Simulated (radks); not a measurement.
Values are calculated unless marked as measured or tabulated.
Ionisation of the nitrogen ion N+, [He] 2s2 2p2, to N2+, [He] 2s2 2p1, under several functionals. Scalar-relativistic Kohn-Sham, spin-polarised, spherical densities, finite nucleus; open shells are filled with parallel spins first; a radial shooting solver on a logarithmic mesh with Libxc functionals.

[
 {"functional": "exchange-only LDA", "E(N+) (hartree)": "-53.22607", "Exc (hartree)": "-5.43368", "IE (eV)": "28.962", "-e(HOMO) (eV)": "21.018", "<r> HOMO (bohr)": "1.257", "IE error (eV)": "-0.640"},
 {"functional": "Wu-Cohen GGA", "E(N+) (hartree)": "-53.91350", "Exc (hartree)": "-6.15576", "IE (eV)": "30.086", "-e(HOMO) (eV)": "22.041", "<r> HOMO (bohr)": "1.249", "IE error (eV)": "+0.485"},
 {"functional": "LDA (Slater exchange, Perdew-Zunger correlation)", "E(N+) (hartree)": "-53.61132", "Exc (hartree)": "-5.83244", "IE (eV)": "30.103", "-e(HOMO) (eV)": "22.054", "<r> HOMO (bohr)": "1.249", "IE error (eV)": "+0.502"},
 {"functional": "SOGGA", "E(N+) (hartree)": "-53.77412", "Exc (hartree)": "-6.00771", "IE (eV)": "29.880", "-e(HOMO) (eV)": "21.865", "<r> HOMO (bohr)": "1.253", "IE error (eV)": "+0.279"},
 {"functional": "PBE", "E(N+) (hartree)": "-54.02007", "Exc (hartree)": "-6.26652", "IE (eV)": "30.078", "-e(HOMO) (eV)": "22.032", "<r> HOMO (bohr)": "1.252", "IE error (eV)": "+0.477"},
 {"functional": "exchange-only B88", "E(N+) (hartree)": "-53.90782", "Exc (hartree)": "-6.15208", "IE (eV)": "29.385", "-e(HOMO) (eV)": "21.374", "<r> HOMO (bohr)": "1.252", "IE error (eV)": "-0.216"},
 {"functional": "B86b exchange with PBE correlation", "E(N+) (hartree)": "-54.06872", "Exc (hartree)": "-6.31826", "IE (eV)": "30.129", "-e(HOMO) (eV)": "22.073", "<r> HOMO (bohr)": "1.251", "IE error (eV)": "+0.527"},
 {"functional": "MS2 meta-GGA", "E(N+) (hartree)": "-54.09164", "Exc (hartree)": "-6.34715", "IE (eV)": "30.135", "-e(HOMO) (eV)": "22.229", "<r> HOMO (bohr)": "1.252", "IE error (eV)": "+0.534"},
 {"functional": "OLYP", "E(N+) (hartree)": "-54.08314", "Exc (hartree)": "-6.34000", "IE (eV)": "30.063", "-e(HOMO) (eV)": "22.006", "<r> HOMO (bohr)": "1.249", "IE error (eV)": "+0.462"}
]

NIST Atomic Spectra Database: 29.601 eV (semi-empirical). Closest: exchange-only B88. The Delta-SCF values span 1.17 eV, the total energies 0.87 hartree. The highest occupied level is 2p. Open shells are spherical and high-spin; term and fine-structure splittings are not resolved.
